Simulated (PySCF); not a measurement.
Species: C6H7F2O (doublet state).
Z-matrix (Å and degrees, GFN2-xTB geometry), rows numbered from 1:
```
C 
C   1  1.3328
C   2  1.4956  1  125.35
O   2  1.3651  1  123.79  3  -179.22
C   4  1.3101  2  123.33  1    -0.12
C   5  1.3040  4  136.31  2   -79.77
F   6  1.3608  5  120.47  4  -177.60
C   6  1.5208  5  129.63  4    -0.89
F   8  1.3642  6  110.75  5     4.26
H   1  1.0757  2  121.77  3   178.95
H   1  1.0724  2  120.89  3    -0.85
H   3  1.0884  2  109.99  1  -124.01
H   3  1.0888  2  109.70  1   117.37
H   3  1.0846  2  110.38  1    -3.14
H   8  1.0969  6  109.85  5   123.23
H   8  1.0963  6  110.22  5  -115.06
```

The hyperfine couplings belong to this conformer and change with its torsions.

The species is `C=C(C)O/[C]=C(/F)CF` [radical].

Theory: UKS B3LYP, pcH-1 on C F H O, non-relativistic, mean-field spin-orbit, GIAO (PySCF 2.14.0). The structure is a single GFN2-xTB conformer in the gas phase; no vibrational or solvent corrections. The geometry wasn't refined by DFT: couplings that depend on bond lengths, twists or pyramidal angles can differ widely from those at the functional's own minimum. Stability of the SCF solution: not tested.

Problem. The isotropic 13C couplings are +390.1, +30.4, +11.7, +7.5, -3.0, +1.4 MHz. Assign them to C1; C2; C3; C5; C6; C8.

Solution. 
| site | a_iso (MHz) | ρ(0) (bohr⁻³) | position | distance from C5 (Å) | spin population | largest \|T\| (MHz) |
| --- | --- | --- | --- | --- | --- | --- |
| C1 | +7.5 | +0.0067 | 3 bonds from C5 | 2.83 | +0.11 | 14.1 |
| C2 | -3.0 | -0.0027 | 2 bonds from C5 | 2.35 | -0.05 | 9.4 |
| C3 | +1.4 | +0.0012 | 3 bonds from C5 | 3.61 | 0.00 | 1.0 |
| C5 | +390.1 | +0.3470 | largest spin population | 0.00 | +0.86 | 118.4 |
| C6 | +11.7 | +0.0104 | 1 bond from C5 | 1.30 | -0.09 | 28.3 |
| C8 | +30.4 | +0.0271 | 2 bonds from C5 | 2.56 | +0.04 | 10.6 |

Problem. The isotropic 19F couplings are +103.3, +9.2 MHz. Assign them to F7; F9.

Solution. 
| site | a_iso (MHz) | ρ(0) (bohr⁻³) | position | distance from C5 (Å) | bound to | spin population there | largest \|T\| (MHz) |
| --- | --- | --- | --- | --- | --- | --- | --- |
| F7 | +103.3 | +0.0245 | 2 bonds from C5 | 2.31 | C6 | -0.09 | 75.3 |
| F9 | +9.2 | +0.0022 | 3 bonds from C5 | 2.85 | C8 | +0.04 | 11.4 |

ρ(0) is the spin density at the nucleus and T the dipolar tensor; entries for several nuclei are means. The Mulliken spin populations are largest on C5 (+0.86), O4 (+0.12), C1 (+0.11) and C6 (-0.09). No atom but C5 exceeds +0.15.

β density exceeds α density at some nuclei, such as C2 (-0.0027), H11 (-0.0012) and H10 (-0.0012), spin density in bohr⁻³. In a single determinant that takes different orbitals for the two spins, that is spin polarisation.

Means are taken over nuclei equivalent by connectivity, which assumes that they swap fast. The 1H value of -2.8 MHz is a mean of couplings from -6.2 to 0.7 MHz in this one geometry, not an average over conformers.
